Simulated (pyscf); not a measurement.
PySCF, gas phase, ωB97X-D3(BJ)/def2-SVP geometries. Correlated levels are frozen-core, on RHF or UHF. ΔMP2 is the change of the MP2 total energy from the triple- to the quadruple-zeta basis. Singlets are restricted, triplets unrestricted.

Singlet (Å):
```xyz
6

B      0.5763    -0.6429    -0.2489
O      0.1688     0.6443    -0.2789
C     -0.0164     1.8823    -0.5710
H     -0.0806    -1.4423    -0.8658
H      1.5399    -0.8994     0.4267
H     -0.7532     2.2387     0.2020
```

Triplet (Å):
```xyz
6

B     -0.0641     0.1335    -0.8741
O      1.0526     0.2174    -0.0905
C      1.1352     0.3104     1.2233
H     -1.1541     0.1375    -0.3477
H      0.1213     0.0588    -2.0617
H      0.2885     0.3379     1.9269
```

Question: For these two minima of H₂B–O–CH: (SMILES BO[CH]), which spin state lies lower at CCSD(T)/def2-TZVPP + ΔMP2(QZVPP), and by how much (electronic energies)?

Answer: The singlet, by 15.5 kcal/mol. Zero-point energy shifts E(triplet) − E(singlet) by -0.3 kcal/mol. H₂B–O–CH: [singlet] lies 107.9 kcal/mol over its isomer H₃C–B=O, and others may lie lower still (electronic energy, ωB97M-D3(BJ)). 

E(triplet) − E(singlet) by level (kcal/mol):

| level | gap |
|---|---|
| ωB97X-D3(BJ)/def2-TZVP | +15.5 |
| PBE/def2-TZVP | +14.9 |
| r²SCAN/def2-TZVP | +7.3 |
| B3LYP-D3(BJ)/def2-TZVP | +15.0 |
| PBE0-D3(BJ)/def2-TZVP | +10.3 |
| M06-2X/def2-TZVP | +12.8 |
| ωB97M-D3(BJ)/def2-TZVP | +17.4 |
| HF/def2-TZVP | -7.6 |
| MP2/def2-QZVPP | +12.7 |
| CCSD/def2-TZVPP | +12.4 |
| CCSD(T)/def2-TZVPP | +14.5 |
| CCSD(T)/def2-TZVPP + ΔMP2(QZVPP) | +15.5 |

The triplet is the lowest one reached from the SCF start used. The CCSD(T) − MP2 part came from Ansatz, without density fitting, on the same reference.
